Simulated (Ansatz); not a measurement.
Cost and result for the atomization energy of `NC1[NH][Zn][NH]1` (10 atoms, 10 bonds).

Cartesian coordinates in Å:
```
N 0.635 -1.195 0.245
C -0.287 -0.081 0.228
N 0.367 1.216 0.541
Zn -0.056 1.672 -1.277
N -0.956 0.027 -1.069
H 1.322 -1.057 -0.490
H 1.145 -1.185 1.122
H -1.041 -0.267 1.012
H -0.145 1.722 1.256
H -0.984 -0.852 -1.568
```

Total charge 0; spin multiplicity 1. For Zn the d shell is correlated and the shells below it are frozen. Scalar relativity is left out up to krypton. All single points use the PBE0-D4/def2-TZVP geometry. It is one conformer, not always the lowest. Program: Ansatz. All runs use 4 threads of an Intel Xeon 6975P-C on a shared host. Times are those of one run each, without the atoms' runs, and a repeat can differ threefold. Electronic energies, without spin–orbit coupling; frozen cores. CCSD(T)/CBS adds CCSD(T) − MP2 in def2-TZVPP to the MP2 limit, and its time is that of the two runs behind it. T1 = 0.022. With those shells the extrapolation isn't a true limit. B3LYP takes the VWN-RPA correlation (the form of Gaussian; ORCA's B3LYP/G). HSE06 is the plane-wave form, built on full-range PBE exchange.

CCSD(T)/CBS is a level of theory with its own doubt, some kJ/mol a heavy atom from the limit and from the frozen cores, so smaller differences don't rank the functionals.

```csv
level,functions,wall time
revPBE-D4/def2-TZVPP,258,1.8 s
BLYP-D4/def2-TZVPP,258,2 s
PBE0-D4/def2-TZVPP,258,2.1 s
BHLYP-D4/def2-TZVPP,258,2.3 s
HSE06-D4/def2-TZVPP,258,2.5 s
r2SCANh-D4/def2-TZVPP,258,3.2 s
B3LYP-D4/def2-TZVPP (with forces),258,3.3 s
B97M-V/def2-TZVPP,258,5.5 s
CCSD(T)/def2-SVP,112,6.5 s
B2PLYP/def2-TZVPP,258,7.5 s
MP2/def2-QZVPP,478,21 s
CCSD(T)/def2-TZVPP,258,78 s
CCSD(T)/CBS(def2),–,98 s
```

Problem. What atomization energy does each give, and how far from CCSD(T)/CBS? (An estimate is asked.)

Solution. The calculation gave: 
| level | atomization (kcal/mol) | difference from CCSD(T)/CBS | per bond |
| --- | --- | --- | --- |
| revPBE-D4/def2-TZVPP | 765.6 | 8.8 | 0.9 |
| BLYP-D4/def2-TZVPP | 767.3 | 10.5 | 1.1 |
| PBE0-D4/def2-TZVPP | 761.9 | 5.1 | 0.5 |
| BHLYP-D4/def2-TZVPP | 716.8 | -40.0 | -4.0 |
| HSE06-D4/def2-TZVPP | 763.1 | 6.3 | 0.6 |
| r2SCANh-D4/def2-TZVPP | 747.2 | -9.6 | -1.0 |
| B3LYP-D4/def2-TZVPP (with forces) | 757.8 | 1.0 | 0.1 |
| B97M-V/def2-TZVPP | 754.0 | -2.8 | -0.3 |
| CCSD(T)/def2-SVP | 690.9 | -65.9 | -6.6 |
| B2PLYP/def2-TZVPP | 748.1 | -8.7 | -0.9 |
| MP2/def2-QZVPP | 765.5 | 8.7 | 0.9 |
| CCSD(T)/def2-TZVPP | 727.5 | -29.3 | -2.9 |
| CCSD(T)/CBS(def2) | 756.8 | 0.0 | 0.0 |

From r2SCAN to r2SCAN0 (25 % exact exchange), in def2-TZVPP and without D4, the atomization energy moves by −22.7 kcal/mol: exact exchange takes away binding that semilocal exchange gives to molecules. In def2-TZVPP, CCSD(T) changes the Hartree–Fock value by +282.7 kcal/mol (the triples alone add +20.1 kcal/mol) and MP2 by +302.6 kcal/mol; breaking electron pairs costs correlation energy, which Hartree–Fock lacks. The D4 term adds +8.3 kcal/mol with B3LYP and +4.2 kcal/mol with PBE0; it sums over pairs of atoms, weighted by their polarisabilities, and B3LYP, whose exchange is more repulsive, gets the larger term.
